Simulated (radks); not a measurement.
Excited configurations of the aluminium ion Al3+: one electron is placed in a higher orbital outside [He] 2s2 2p5. The ground configuration is [Ne]. All-electron calculation, Dirac Kohn-Sham, PBE, spin-unpolarised, spherical densities, finite nucleus; open shells are shared between the two j in proportion to 2j + 1; Fermi nuclear charge, rms radius 3.061 fm. Program: a radial shooting solver on a logarithmic mesh with Libxc functionals. Excitation = E - E(ground); binding = E(ion) - E, where the ion is the core of charge +4; n* = 4/sqrt(2 binding) in atomic units, and the quantum defect is n - n*. Eigenvalue and <r> are those of j = l + 1/2.

| outer orbital | excitation (eV) | binding (eV) | n* | quantum defect | eigenvalue (eV) |
|---|---|---|---|---|---|
| 4s | 100.10 | 21.036 | 3.217 | 0.783 | -18.703 |
| 5s | 108.74 | 12.399 | 4.190 | 0.810 | -11.115 |
| 5f | 112.23 | 8.914 | 4.942 | 0.058 | -7.817 |
| 6p | 113.63 | 7.507 | 5.385 | 0.615 | -6.750 |
| 6d | 114.55 | 6.591 | 5.747 | 0.253 | -5.901 |
| 6f | 114.87 | 6.273 | 5.891 | 0.109 | -5.575 |
| 7d | 116.30 | 4.841 | 6.706 | 0.294 | -4.362 |
| 7f | 116.49 | 4.648 | 6.844 | 0.156 | -4.167 |

The Delta-SCF ionisation energy is 121.14 eV (NIST Atomic Spectra Database: 119.99 eV, measured). Self-interaction in the functional shifts the binding energies and quantum defects, so they are the method's values and not measured ones. Spin polarisation and multiplet splitting are left out, so open shells lie too high by an amount that depends on their filling.

Beside tabulated values, note that spin-unpolarised runs miss the spin-polarisation part of the exchange energy of open shells.
